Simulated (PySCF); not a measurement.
boron monoxide dimer (B2O2), singlet, geometry from GFN2-xTB; PBE/6-31+G*, polarisability by finite fields in PySCF.

The PySCF input:
```python
from pyscf import gto, scf, dft

mol = gto.Mole()
mol.atom = '''
    O    -0.00000000   -0.00000000   -1.99736789
    B    -0.00000000   -0.00000000   -0.80940330
    B     0.00000000    0.00000000    0.80940330
    O     0.00000000    0.00000000    1.99736789
'''
mol.basis = '6-31+g*'
mol.verbose = 4
mol.build()

mf = dft.RKS(mol)
mf.xc = 'pbe'
mf.conv_tol = 1e-6
mf.kernel()
h0, z, done = mf.get_hcore(), mol.intor('int1e_r')[2], []
def energy(F):
    f = mf.copy()
    f.scf_summary = {}
    f.get_hcore = lambda *a: h0 + F * z
    e = f.kernel(mf.make_rdm1())
    done.append(f.converged)
    return e
F = 2e-4
alpha = -(energy(F) + energy(-F) - 2 * mf.e_tot) / F**2
print('alpha_zz =', alpha)
```

The log (banner, timings and long lists left out):

```
PySCF version 2.14.0

[INPUT] verbose = 4
[INPUT] num. atoms = 4
[INPUT] num. electrons = 26
[INPUT] charge = 0
[INPUT] spin (= nelec alpha-beta = 2S) = 0
[INPUT] symmetry False subgroup None
[INPUT] Mole.unit = angstrom
[INPUT] Symbol           X                Y                Z      unit          X                Y                Z       unit  Magmom
[INPUT]  1 O      0.000000000000   0.000000000000  -1.997367890000 AA    0.000000000000   0.000000000000  -3.774478282100 Bohr   0.0
[INPUT]  2 B      0.000000000000   0.000000000000  -0.809403300000 AA    0.000000000000   0.000000000000  -1.529550561319 Bohr   0.0
[INPUT]  3 B      0.000000000000   0.000000000000   0.809403300000 AA    0.000000000000   0.000000000000   1.529550561319 Bohr   0.0
[INPUT]  4 O      0.000000000000   0.000000000000   1.997367890000 AA    0.000000000000   0.000000000000   3.774478282100 Bohr   0.0

nuclear repulsion = 67.369093583664
number of shells = 32
number of NR pGTOs = 124
number of NR cGTOs = 72
basis = 6-31+g*
ecp = {}

******** <class 'pyscf.dft.rks.RKS'> ********
method = RKS
initial guess = minao
damping factor = 0
level_shift factor = 0
DIIS = <class 'pyscf.scf.diis.CDIIS'>
diis_start_cycle = 1
diis_space = 8
diis_damp = 0
SCF conv_tol = 1e-06
SCF conv_tol_grad = None
SCF max_cycles = 50
direct_scf = True
direct_scf_tol = 1e-13
XC library pyscf.dft.libxc version 7.1.2
    S. Lehtola, C. Steigemann, M. J. T. Oliveira, and M. A. L. Marques,  SoftwareX 7, 1–5 (2018)
XC functionals = pbe
    J. P. Perdew, K. Burke, and M. Ernzerhof,  Phys. Rev. Lett. 77, 3865 (1996)
    J. P. Perdew, K. Burke, and M. Ernzerhof,  Phys. Rev. Lett. 78, 1396 (1997)
    J. P. Perdew, K. Burke, and M. Ernzerhof,  Phys. Rev. Lett. 77, 3865 (1996)
    J. P. Perdew, K. Burke, and M. Ernzerhof,  Phys. Rev. Lett. 78, 1396 (1997)
radial grids:
    Treutler-Ahlrichs [JCP 102, 346 (1995); DOI:10.1063/1.469408] (M4) radial grids

becke partition: Becke, JCP 88, 2547 (1988); DOI:10.1063/1.454033
pruning grids: <function nwchem_prune>
grids dens level: 3
symmetrized grids: False
atomic radii adjust function: <function treutler_atomic_radii_adjust>
small_rho_cutoff = 0
Set gradient conv threshold to 0.001
Initial guess from minao.
tot grids = 56256
init E= -200.351173628411
  HOMO = -0.458682112595016  LUMO = -0.148788154619473  gap/eV = 8.43264
cycle= 1 E= -199.718508897188  delta_E= 0.633  |g|= 1.17  |ddm|= 2.68
  HOMO = -0.178368107544156  LUMO = -0.023452795501441  gap/eV = 4.21546
cycle= 2 E= -196.421008535109  delta_E=  3.3  |g|= 3.86  |ddm|= 3.64
  HOMO = -0.327630500694507  LUMO = -0.0874483764869395  gap/eV = 6.53569
cycle= 3 E= -199.997203095937  delta_E= -3.58  |g|= 0.16  |ddm|= 3.16
  HOMO = -0.358552529326477  LUMO = -0.134188349693306  gap/eV = 6.10526
cycle= 4 E= -200.003740516491  delta_E= -0.00654  |g|= 0.102  |ddm|= 0.275
  HOMO = -0.348317904537331  LUMO = -0.120903918661577  gap/eV = 6.18825
cycle= 5 E= -200.006653133588  delta_E= -0.00291  |g|= 0.0189  |ddm|= 0.0834
  HOMO = -0.349085742723356  LUMO = -0.120619871223751  gap/eV = 6.21687
cycle= 6 E= -200.006731077608  delta_E= -7.79e-05  |g|= 0.00457  |ddm|= 0.00949
  HOMO = -0.349219721416079  LUMO = -0.120605752331016  gap/eV = 6.22090
cycle= 7 E= -200.006735390843  delta_E= -4.31e-06  |g|= 0.000465  |ddm|= 0.00287
  HOMO = -0.349216854177558  LUMO = -0.120584505434114  gap/eV = 6.22140
cycle= 8 E= -200.006735436503  delta_E= -4.57e-08  |g|= 5.17e-05  |ddm|= 0.000245
  HOMO = -0.349228843581942  LUMO = -0.120586529342675  gap/eV = 6.22167
Extra cycle  E= -200.006735430303  delta_E= 6.2e-09  |g|= 0.000181  |ddm|= 0.000133
converged SCF energy = -200.006735430303

******** <class 'pyscf.dft.rks.RKS'> ********
method = RKS
initial guess = minao
damping factor = 0
level_shift factor = 0
DIIS = <class 'pyscf.scf.diis.CDIIS'>
diis_start_cycle = 1
diis_space = 8
diis_damp = 0
SCF conv_tol = 1e-06
SCF conv_tol_grad = None
SCF max_cycles = 50
direct_scf = True
direct_scf_tol = 1e-13
XC library pyscf.dft.libxc version 7.1.2
    S. Lehtola, C. Steigemann, M. J. T. Oliveira, and M. A. L. Marques,  SoftwareX 7, 1–5 (2018)
XC functionals = pbe
    J. P. Perdew, K. Burke, and M. Ernzerhof,  Phys. Rev. Lett. 77, 3865 (1996)
    J. P. Perdew, K. Burke, and M. Ernzerhof,  Phys. Rev. Lett. 78, 1396 (1997)
    J. P. Perdew, K. Burke, and M. Ernzerhof,  Phys. Rev. Lett. 77, 3865 (1996)
    J. P. Perdew, K. Burke, and M. Ernzerhof,  Phys. Rev. Lett. 78, 1396 (1997)
radial grids:
    Treutler-Ahlrichs [JCP 102, 346 (1995); DOI:10.1063/1.469408] (M4) radial grids

becke partition: Becke, JCP 88, 2547 (1988); DOI:10.1063/1.454033
pruning grids: <function nwchem_prune>
grids dens level: 3
symmetrized grids: False
atomic radii adjust function: <function treutler_atomic_radii_adjust>
small_rho_cutoff = 0
Overwritten attributes  get_hcore  of <class 'pyscf.dft.rks.RKS'>
Set gradient conv threshold to 0.001
init E= -200.006735430303
  HOMO = -0.349174652469587  LUMO = -0.120586188900346  gap/eV = 6.22021
cycle= 1 E= -200.006733333616  delta_E= 2.1e-06  |g|= 0.00361  |ddm|= 0.00558
  HOMO = -0.349305593288867  LUMO = -0.120584647013124  gap/eV = 6.22381
cycle= 2 E= -200.006700676787  delta_E= 3.27e-05  |g|= 0.013  |ddm|= 0.01
  HOMO = -0.349219523900287  LUMO = -0.120586297160851  gap/eV = 6.22143
cycle= 3 E= -200.006736327674  delta_E= -3.57e-05  |g|= 0.0004  |ddm|= 0.00729
  HOMO = -0.349215954378221  LUMO = -0.120586302992557  gap/eV = 6.22133
cycle= 4 E= -200.006736369313  delta_E= -4.16e-08  |g|= 2.26e-05  |ddm|= 0.000325
  HOMO = -0.349212633943631  LUMO = -0.120586322156401  gap/eV = 6.22124
Extra cycle  E= -200.006736368441  delta_E= 8.72e-10  |g|= 6.88e-05  |ddm|= 5.7e-05
converged SCF energy = -200.006736368441

******** <class 'pyscf.dft.rks.RKS'> ********
method = RKS
initial guess = minao
damping factor = 0
level_shift factor = 0
DIIS = <class 'pyscf.scf.diis.CDIIS'>
diis_start_cycle = 1
diis_space = 8
diis_damp = 0
SCF conv_tol = 1e-06
SCF conv_tol_grad = None
SCF max_cycles = 50
direct_scf = True
direct_scf_tol = 1e-13
XC library pyscf.dft.libxc version 7.1.2
    S. Lehtola, C. Steigemann, M. J. T. Oliveira, and M. A. L. Marques,  SoftwareX 7, 1–5 (2018)
XC functionals = pbe
    J. P. Perdew, K. Burke, and M. Ernzerhof,  Phys. Rev. Lett. 77, 3865 (1996)
    J. P. Perdew, K. Burke, and M. Ernzerhof,  Phys. Rev. Lett. 78, 1396 (1997)
    J. P. Perdew, K. Burke, and M. Ernzerhof,  Phys. Rev. Lett. 77, 3865 (1996)
    J. P. Perdew, K. Burke, and M. Ernzerhof,  Phys. Rev. Lett. 78, 1396 (1997)
radial grids:
    Treutler-Ahlrichs [JCP 102, 346 (1995); DOI:10.1063/1.469408] (M4) radial grids

becke partition: Becke, JCP 88, 2547 (1988); DOI:10.1063/1.454033
pruning grids: <function nwchem_prune>
grids dens level: 3
symmetrized grids: False
atomic radii adjust function: <function treutler_atomic_radii_adjust>
small_rho_cutoff = 0
Set gradient conv threshold to 0.001
init E= -200.006735430303
  HOMO = -0.349174652469622  LUMO = -0.120586188900346  gap/eV = 6.22021
cycle= 1 E= -200.006733333616  delta_E= 2.1e-06  |g|= 0.00361  |ddm|= 0.00558
  HOMO = -0.349305593288938  LUMO = -0.120584647013126  gap/eV = 6.22381
cycle= 2 E= -200.006700676787  delta_E= 3.27e-05  |g|= 0.013  |ddm|= 0.01
  HOMO = -0.349219523900293  LUMO = -0.120586297160847  gap/eV = 6.22143
cycle= 3 E= -200.006736327675  delta_E= -3.57e-05  |g|= 0.0004  |ddm|= 0.00729
  HOMO = -0.349215954378219  LUMO = -0.120586302992553  gap/eV = 6.22133
cycle= 4 E= -200.006736369313  delta_E= -4.16e-08  |g|= 2.26e-05  |ddm|= 0.000325
  HOMO = -0.349212633943604  LUMO = -0.120586322156411  gap/eV = 6.22124
Extra cycle  E= -200.006736368441  delta_E= 8.72e-10  |g|= 6.88e-05  |ddm|= 5.7e-05
converged SCF energy = -200.006736368441
alpha_zz = 46.90688655273334
```
